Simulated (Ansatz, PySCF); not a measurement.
This PySCF input computes a BLYP/def2-TZVPD energy:

```python
from pyscf import gto, scf, dft

mol = gto.M(
    atom='''
    Sn    0.00062971    0.00084951    0.36831415
    F     1.47719731   -0.88396890   -0.68255558
    F     0.02382513    1.71992043   -0.68607658
    F    -1.50452083   -0.84067105   -0.67755757
    ''',
    basis='def2-tzvpd',
    ecp='def2-tzvp',
    charge=-1,
    spin=0,
    verbose=4,
)

mf = dft.RKS(mol, xc='blyp').density_fit(auxbasis='def2-universal-jkfit')
mf.grids.level = 3
mf.conv_tol = 1e-9
mf.max_cycle = 100
mf.max_memory = 1500
mf.kernel()
if not mf.converged:
    mf = mf.newton()
    mf.kernel(mf.make_rdm1())
mf.analyze()
```

Write an input for the same energy in Ansatz (a quantum-chemistry and plane-wave program) and say what it gives.


Ansatz 0.2 input:
```yaml
crystal:
  periodic: [false, false, false]
  atoms:
    - {symbol: Sn, position_ang: [0.00062971, 0.00084951, 0.36831415]}
    - {symbol: F, position_ang: [1.47719731, -0.88396890, -0.68255558]}
    - {symbol: F, position_ang: [0.02382513, 1.71992043, -0.68607658]}
    - {symbol: F, position_ang: [-1.50452083, -0.84067105, -0.67755757]}
basis:
  gaussian:
    orbitals: def2-TZVPD
hamiltonian:
  xc: {name: BLYP}
total_charge: -1
output: {forces: true}
```
It gives -514.13581 Eh, and PySCF -514.13588 Eh, a difference of 0.07 mEh, from the treatment of integrals and grids.
